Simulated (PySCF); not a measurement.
# Computed records: CH$_{8}$BNSi, C$_{2}$H$_{7}$AlB, CH$_{6}$AlBO

Calculation on a computer-drawn molecule: the log of a Hartree-Fock and frozen-core CCSD(T) single point meant for a local Hartree-Fock minimum, with one planted fault or none, to be diagnosed. Offsets are logged minus clean, where the clean run is the same molecule without the fault. The reference is restricted for singlets and unrestricted otherwise, and also for a bond in bohr or an excited solution. Adding or removing an electron swaps singlet and doublet. The excited solution moves the top pair (singlet) or top alpha electron (doublet) to the lowest empty orbital. Highest occupied and lowest empty are orbital energies over both spins, largest force is the largest gradient component, triples share is (T) over the correlation energy, the T1 limit is 0.02 restricted and 0.045 unrestricted, electrons count all cores, a negative frequency is imaginary (commonest isotopes), and the dipole is about the centre of nuclear charge. Program: PySCF 2.14.0.

Common to all runs: meant multiplicity 1; meant basis cc-pV(D+d)Z; logged SCF converged yes; possible faults no fault, one electron removed, one electron added, multiplicity raised by two, geometry at a saddle point, SCF held on an excited solution, minimal basis STO-3G, one bond length entered in bohr, all coordinates scaled.

(1) 
```xyz
12
formula=CH8BNSi meant_charge=0 logged_electrons=40 logged_basis_functions=32 logged_spin_squared=0 logged_highest_occupied=-9.0705 logged_lowest_empty=9.1021 logged_largest_force=0.031424 logged_T1_diagnostic=0.015839 logged_D1_diagnostic=0.075998 logged_triples_share=0.015733 logged_CC_converged=yes logged_dipole_magnitude=1.4387 logged_SCF_stable_within_its_kind=yes logged_energy_HF=-405.85609 logged_energy_CCSD(T)=-406.10058 planted_fault=minimal_basis_STO-3G HF_energy_offset_from_clean_run=3021 CCSD(T)_energy_offset_from_clean_run=3230
C      0.4071    -0.0204     1.0875
B      0.1236     0.9870    -0.1012
N     -0.9598     1.8950    -0.1180
Si    -2.2112     2.1573     1.0715
H      1.4097     0.1606     1.4911
H     -0.3010     0.0196     1.9196
H      0.4173    -1.0472     0.7046
H      0.8669     0.9903    -1.0523
H     -1.0207     2.4759    -0.9334
H     -3.0867     3.2267     0.5419
H     -1.6514     2.5872     2.3715
H     -3.0171     0.9379     1.2986
```

Units: logged_highest_occupied, logged_lowest_empty in eV; logged_largest_force in hartree/bohr; logged_dipole_magnitude in debye; logged_energy_HF, logged_energy_CCSD(T) in hartree; HF_energy_offset_from_clean_run, CCSD(T)_energy_offset_from_clean_run in kcal/mol.

Drawn bonds:
```csv
atom,other atom,order
1,2,1
2,3,1
3,4,1
1,5,1
1,6,1
1,7,1
2,8,1
3,9,1
4,10,1
4,11,1
4,12,1
```

(2) 
```xyz
12
formula=CH8BNSi meant_charge=0 logged_electrons=40 logged_basis_functions=105 logged_spin_squared=2.0203 logged_highest_occupied=-4.3548 logged_lowest_empty=-0.69448 logged_largest_force=0.11436 logged_T1_diagnostic=0.018601 logged_D1_diagnostic=0.093479 logged_triples_share=0.025144 logged_CC_converged=yes logged_dipole_magnitude=5.623 logged_SCF_stable_within_its_kind=yes logged_energy_HF=-410.45164 logged_energy_CCSD(T)=-411.00476 planted_fault=multiplicity_raised_by_two HF_energy_offset_from_clean_run=136.8 CCSD(T)_energy_offset_from_clean_run=152.4
C      0.4071    -0.0204     1.0875
B      0.1236     0.9870    -0.1012
N     -0.9598     1.8950    -0.1180
Si    -2.2112     2.1573     1.0715
H      1.4097     0.1606     1.4911
H     -0.3010     0.0196     1.9196
H      0.4173    -1.0472     0.7046
H      0.8669     0.9903    -1.0523
H     -1.0207     2.4759    -0.9334
H     -3.0867     3.2267     0.5419
H     -1.6514     2.5872     2.3715
H     -3.0171     0.9379     1.2986
```

Units: logged_highest_occupied, logged_lowest_empty in eV; logged_largest_force in hartree/bohr; logged_dipole_magnitude in debye; logged_energy_HF, logged_energy_CCSD(T) in hartree; HF_energy_offset_from_clean_run, CCSD(T)_energy_offset_from_clean_run in kcal/mol.

Drawn bonds:
```csv
atom,other atom,order
1,2,1
2,3,1
3,4,1
1,5,1
1,6,1
1,7,1
2,8,1
3,9,1
4,10,1
4,11,1
4,12,1
```

(3) 
```xyz
11
formula=C2H7AlB meant_charge=1 logged_electrons=36 logged_basis_functions=100 logged_spin_squared=0.717 logged_highest_occupied=-14.672 logged_lowest_empty=-4.3803 logged_largest_force=0.017883 logged_T1_diagnostic=0.057389 logged_D1_diagnostic=0.27052 logged_triples_share=0.037154 logged_CC_converged=yes logged_dipole_magnitude=6.472 logged_SCF_stable_within_its_kind=yes logged_energy_HF=-346.03417 logged_energy_CCSD(T)=-346.512 planted_fault=one_bond_length_entered_in_bohr,row_5_of_the_drawn_bonds HF_energy_offset_from_clean_run=80.1 CCSD(T)_energy_offset_from_clean_run=82.18
C      0.9546     1.8698     0.2286
B      0.4939     0.9172    -0.9205
C      0.6883    -0.6708    -0.8599
Al    -0.9046    -1.6697    -0.5512
H      1.1899     1.3846     1.1779
H     -0.3820     3.4117     0.5484
H      1.8767     2.3536    -0.1266
H     -0.0214     1.3509    -1.9144
H      1.0116    -1.0507    -1.8421
H      1.4072    -0.9984    -0.0982
H     -2.1751    -2.5188    -0.3160
```

Units: logged_highest_occupied, logged_lowest_empty in eV; logged_largest_force in hartree/bohr; logged_dipole_magnitude in debye; logged_energy_HF, logged_energy_CCSD(T) in hartree; HF_energy_offset_from_clean_run, CCSD(T)_energy_offset_from_clean_run in kcal/mol.

Drawn bonds:
```csv
atom,other atom,order
1,2,1
2,3,1
3,4,1
1,5,1
1,6,1
1,7,1
2,8,1
3,9,1
3,10,1
4,11,1
```

Notes: T1 above single-reference limit.

(4) 
```xyz
11
formula=C2H7AlB meant_charge=1 logged_electrons=36 logged_basis_functions=100 logged_spin_squared=2.0406 logged_highest_occupied=-11.243 logged_lowest_empty=-8.045 logged_largest_force=0.084215 logged_T1_diagnostic=0.067471 logged_D1_diagnostic=0.36925 logged_triples_share=0.032418 logged_CC_converged=yes logged_dipole_magnitude=1.2144 logged_SCF_stable_within_its_kind=yes logged_energy_HF=-345.97594 logged_energy_CCSD(T)=-346.44849 planted_fault=multiplicity_raised_by_two HF_energy_offset_from_clean_run=116.6 CCSD(T)_energy_offset_from_clean_run=122
C      0.9546     1.8698     0.2286
B      0.4939     0.9172    -0.9205
C      0.6883    -0.6708    -0.8599
Al    -0.9046    -1.6697    -0.5512
H      1.1899     1.3846     1.1779
H      0.2473     2.6857     0.3979
H      1.8767     2.3536    -0.1266
H     -0.0214     1.3509    -1.9144
H      1.0116    -1.0507    -1.8421
H      1.4072    -0.9984    -0.0982
H     -2.1751    -2.5188    -0.3160
```

Units: logged_highest_occupied, logged_lowest_empty in eV; logged_largest_force in hartree/bohr; logged_dipole_magnitude in debye; logged_energy_HF, logged_energy_CCSD(T) in hartree; HF_energy_offset_from_clean_run, CCSD(T)_energy_offset_from_clean_run in kcal/mol.

Drawn bonds:
```csv
atom,other atom,order
1,2,1
2,3,1
3,4,1
1,5,1
1,6,1
1,7,1
2,8,1
3,9,1
3,10,1
4,11,1
```

Notes: T1 above single-reference limit.

(5) 
```xyz
10
formula=CH6AlBO meant_charge=0 logged_electrons=38 logged_basis_functions=95 logged_spin_squared=0 logged_highest_occupied=-2.1218 logged_lowest_empty=-8.0871 logged_largest_force=0.2583 logged_CC_converged=no logged_dipole_magnitude=18.28 logged_SCF_stable_within_its_kind=no logged_energy_HF=-382.21597 planted_fault=SCF_held_on_an_excited_solution HF_energy_offset_from_clean_run=450.5
C     -0.7331     0.3884    -0.6826
B      0.8013     0.7478    -0.8058
O      1.4535     0.7279    -1.9826
Al     2.3719     0.7372    -3.3952
H     -1.2804     1.2313    -0.2442
H     -0.8662    -0.4484     0.0132
H     -1.1999     0.1272    -1.6356
H      1.4235     1.0538     0.1876
H      3.0981    -0.5915    -3.8145
H      2.4415     2.0705    -4.2237
```

Units: logged_highest_occupied, logged_lowest_empty in eV; logged_largest_force in hartree/bohr; logged_dipole_magnitude in debye; logged_energy_HF in hartree; HF_energy_offset_from_clean_run in kcal/mol.

Drawn bonds:
```csv
atom,other atom,order
1,2,1
2,3,1
3,4,1
1,5,1
1,6,1
1,7,1
2,8,1
4,9,1
4,10,1
```

Notes: CCSD not converged.

(6) 
```xyz
10
formula=CH6AlBO meant_charge=0 logged_electrons=38 logged_basis_functions=30 logged_spin_squared=0 logged_highest_occupied=-8.1738 logged_lowest_empty=8.9454 logged_largest_force=0.055015 logged_T1_diagnostic=0.02009 logged_D1_diagnostic=0.077166 logged_triples_share=0.030097 logged_CC_converged=yes logged_dipole_magnitude=1.8734 logged_SCF_stable_within_its_kind=yes logged_energy_HF=-378.226 logged_energy_CCSD(T)=-378.44382 planted_fault=minimal_basis_STO-3G HF_energy_offset_from_clean_run=2954 CCSD(T)_energy_offset_from_clean_run=3154
C     -0.7331     0.3884    -0.6826
B      0.8013     0.7478    -0.8058
O      1.4535     0.7279    -1.9826
Al     2.3719     0.7372    -3.3952
H     -1.2804     1.2313    -0.2442
H     -0.8662    -0.4484     0.0132
H     -1.1999     0.1272    -1.6356
H      1.4235     1.0538     0.1876
H      3.0981    -0.5915    -3.8145
H      2.4415     2.0705    -4.2237
```

Units: logged_highest_occupied, logged_lowest_empty in eV; logged_largest_force in hartree/bohr; logged_dipole_magnitude in debye; logged_energy_HF, logged_energy_CCSD(T) in hartree; HF_energy_offset_from_clean_run, CCSD(T)_energy_offset_from_clean_run in kcal/mol.

Drawn bonds:
```csv
atom,other atom,order
1,2,1
2,3,1
3,4,1
1,5,1
1,6,1
1,7,1
2,8,1
4,9,1
4,10,1
```

Notes: T1 above single-reference limit.
